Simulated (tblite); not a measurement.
Compound: C6H7N2P.
SMILES with atom numbers: `[CH3:1][c:2]1[cH:3][p:4][c:5]([C:6]#[N:7])[n:8]1[CH3:9]` (hydrogens: H10, H11, H12 on C1; H13 on C3; H14, H15, H16 on C9)

Geometry (GFN2-xTB, Å), atoms numbered from 1 in this order:
```xyz
16
C6H7N2P angstrom
C     -1.9735   -0.3932    0.3968
C     -0.8498    0.4037   -0.1672
C     -0.9497    1.5846   -0.8580
P      0.6000    2.2168   -1.3648
C      1.3360    0.8333   -0.6068
C      2.7023    0.5659   -0.5711
N      3.8328    0.3520   -0.5470
N      0.4305   -0.0132   -0.0260
C      0.8085   -1.2198    0.6600
H     -2.9157    0.1055    0.1903
H     -2.0035   -1.3902   -0.0437
H     -1.8682   -0.5040    1.4762
H     -1.8864    2.0694   -1.0646
H      0.4677   -1.1930    1.6977
H      0.3686   -2.0919    0.1706
H      1.8930   -1.3170    0.6462
```

Method: GFN2-xTB as coded in tblite; computed harmonic values from a numerical Hessian at the method's own geometry, unscaled. Errors from tens to a few hundred cm⁻¹ against measured bands are possible.

Q: How many normal modes are there?

A: 16 atoms, non-linear: 3N − 6 = 42.

Q: What is the point group of the computed structure, and how do the modes divide by symmetry?

A: Cs. The vibrations span 27 a′ + 15 a″.

Q: How many distinct wavenumbers does the calculation give?

A: 42: Cs has no degenerate species.

Q: How many fundamentals are allowed in the infrared by symmetry?

A: 42 of 42: in Cs every mode is allowed. All fundamentals are allowed in the Raman spectrum.

Q: How large is the harmonic zero-point energy?

A: ½Σν̃ = 26072 cm⁻¹ = 3.233 eV (42 modes), 1.459 eV of it from above 1550 cm⁻¹.

Q: How far is the lowest real mode excited at 200 K, as a harmonic oscillator?

A: θ = hcν̃/k = 137 K for 95.5 cm⁻¹, so N1/N0 = 0.5 and ⟨v⟩ = 1/(exp(θ/T) − 1) = 1.
